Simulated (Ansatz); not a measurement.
CH6FNSn (`C[NH][SnH2][F]`). Charge 0, multiplicity 1. Correlated methods include outer-core shells of Sn, which these sets cover unevenly. Sn takes the def2 core potential.

Cartesian coordinates in Å:
```
C 1.472 0.266 -0.011
N 0.118 0.790 0.008
Sn -1.465 -0.407 -0.212
F -1.570 -1.607 1.304
H 2.186 1.065 -0.232
H 1.570 -0.476 -0.808
H 1.780 -0.216 0.926
H 0.002 1.515 0.701
H -1.198 -1.437 -1.535
H -2.894 0.506 -0.141
```

Q: Give the diagnostics of a CCSD(T)/def2-TZVPP run (frozen core, the Gaussian-basis code of Ansatz). (An estimate is asked.)

A: Ansatz gave: T1 = 0.0132, largest single amplitude 0.024, largest double 0.040, (T) share of the correlation energy 3.2 %, 10 CCSD cycles. The RHF solution is stable towards an unrestricted one. T1 lies under the customary mark of 0.02 for closed shells.
